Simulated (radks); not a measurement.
Dipole-allowed excitations along the series with 18 electrons in [Ar]. Method: non-relativistic Kohn-Sham, exchange-only LDA, spin-polarised, spherical densities, point nucleus; computed with a radial shooting solver on a logarithmic mesh with Libxc functionals. Time-dependent linear response with the Hartree and adiabatic exchange-only LDA kernel, continuum included through the Sternheimer equations. Lines are the poles of the dipole polarisability below minus the highest occupied eigenvalue, found on a grid refined at the orbital gaps; the lowest seven at most are given, and weak or close lines can be missed. The first line takes the name of the lowest orbital gap if no other gap lies below it; otherwise a line is named after a gap within 0.6 % of it, if that gap stands alone.

species  -e(HOMO) (eV)  lowest orbital gap (eV)  first line (eV)      f  strongest line (eV)  its f  static alpha (bohr^3)
Ca2+            41.479             3p-3d 26.655   28.004 (3p-4s)  0.445  32.787 (unassigned)   2.82                  3.412
Sc3+            62.858             3p-3d 31.757   39.186 (3p-4s)  0.937  41.409 (unassigned)   3.54                  2.197
Ti4+            87.506             3p-3d 36.480   48.153 (3p-3d)   4.30            the first   4.30                  1.516
V5+             115.35             3p-3d 40.994   54.376 (3p-3d)   3.82            the first   3.82                  1.098
